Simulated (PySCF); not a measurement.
Energy landscape of CH4B (anion, charge -1), singlet: twist about the double or partial double bond, both ends planar. Scanned: twist about the central bond. Other coordinates (C-B length, H-C-B angle, H-B-C angle, C-H length, B-H length) were minimised at B3LYP/def2-TZVP.

The free coordinates were minimised at B3LYP/def2-TZVP in PySCF; the energy column is CCSD(T) on RHF/aug-cc-pVDZ, 2 core orbitals frozen in PySCF, in kcal/mol.

```tsv
at / °	C-B length / Å	H-C-B angle / °	H-B-C angle / °	C-H length / Å	B-H length / Å	E
0	1.451	123.8	122.3	1.093	1.222	0.0
7.50	1.451	123.8	122.3	1.093	1.222	0.5
15	1.453	123.8	122.4	1.093	1.223	2.0
22.50	1.456	123.8	122.5	1.093	1.223	4.4
30	1.459	123.9	122.7	1.093	1.224	7.8
37.50	1.464	123.9	123.0	1.093	1.226	12.0
45	1.470	123.9	123.3	1.093	1.227	17.0
52.50	1.477	123.9	123.6	1.093	1.229	22.8
60	1.484	123.9	124.0	1.092	1.231	29.1
67.50	1.493	123.8	124.5	1.092	1.234	35.9
75	1.502	123.7	125.0	1.091	1.237	43.0
82.50	1.508	123.5	125.7	1.091	1.242	49.9
90	1.500	123.0	127.1	1.090	1.257	55.0
```

Near 90° the triplet can lie below this singlet.
